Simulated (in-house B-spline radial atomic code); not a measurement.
Values are calculated unless marked as measured or tabulated.
**C6 from the polarisability at imaginary frequency: K+**

TDHF linear response of the closed shell [Ne] 3s2 3p6, from a B-spline radial code for spherical atoms; non-relativistic, point nucleus, no spin-orbit coupling.

The dispersion coefficient of two like species is C6 = (3/π) ∫ α(iu)² du from 0 to ∞.

```
u (hartree)  α(iu) (bohr³)
          0           5.46
     0.0849          5.421
      0.198          5.251
      0.339          4.893
      0.566          4.146
      0.849          3.222
       1.27          2.187
       1.98           1.23
       2.83         0.7154
       4.24          0.372
       7.07         0.1608
       14.1        0.05266
```

(1) Fit one oscillator, α(iu) = α(0)/(1 + u²/ω²), through u = 1.98 and estimate C6.

(2) How does that compare with the full integral?

## Answers

(1) From α(0)/α(iu) − 1 = 5.46/1.23 − 1 = 3.4390, ω = u/√3.4390 = 1.0677 hartree (29.1 eV). London's formula gives C6 = (3/4) α(0)² ω = 0.75 × 5.46² × 1.0677 = 23.87 hartree·bohr⁶, and the oscillator holds f = α(0) ω² = 6.22 electrons, of a sum of oscillator strengths of 18.0.

(2) The program's quadrature over all excitations gives C6 = 23.23, so the single oscillator is off by +2.8 %. At the last point the fit gives α = 0.0311 against 0.0527: higher excitations, and deeper shells where there are any, keep the true curve higher at large u.
